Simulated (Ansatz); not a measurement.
Ideal-gas functions of CClFGeN, SMILES `N#[C][Ge]([F])[Cl]` radical at 500 K and 1 bar, from an Ansatz frequency run at PBE0-D4/def2-TZVP.

Molar mass 153.08 g/mol, point group C1 (symmetry number 1), electronic degeneracy 2, moments of inertia 135.258, 245.043, 341.487 u Å². Harmonic wavenumbers (cm⁻¹, unscaled): 96, 136, 182, 310, 326, 431, 487, 716, 2314.

Use S(trans) = R[1.5 ln M + 2.5 ln T − 1.1517]; rotational temperatures θ = 24.2544 K / I; S(rot) = R[ln(√π/σ · √(T³/θAθBθC)) + 1.5]; for each mode x = 1.438777 ν̃/T, S = R[x/(eˣ − 1) − ln(1 − e⁻ˣ)] and H = RT x/(eˣ − 1); 1 cm⁻¹ = 0.0119627 kJ/mol; R = 8.31446 J/(mol·K).

Q: By hand: the entropy, in J/(mol·K).

A: Translation 182.3. Rotation: θ = 0.1793, 0.099, 0.071 K, giving 122.5. Vibration, mode by mode: 19.04, 16.17, 13.79, 9.53, 9.14, 7.04, 6.16, 3.63, 0.08, in all 84.6. Electronic 5.8. Sum 395.2 J/(mol·K).

Q: By hand: H − E and G − E in kJ/mol, counted from the electronic energy.

A: Zero-point energy ½ × 4998 × 0.0119627 = 29.9; thermal vibration 20.5; translation, rotation and pV give 4 RT = 16.6. H − E = 67.0 kJ/mol, and G − E = 67.0 − 500 × 395.2/1000 = -130.6 kJ/mol.

Vibration gives 21 % of the entropy, 35.2 J/(mol·K) of it from the modes under 150 cm⁻¹: soft modes count most, and the harmonic formula is weakest for them. The sum counts one conformer and one mirror image; others add a mixing term.
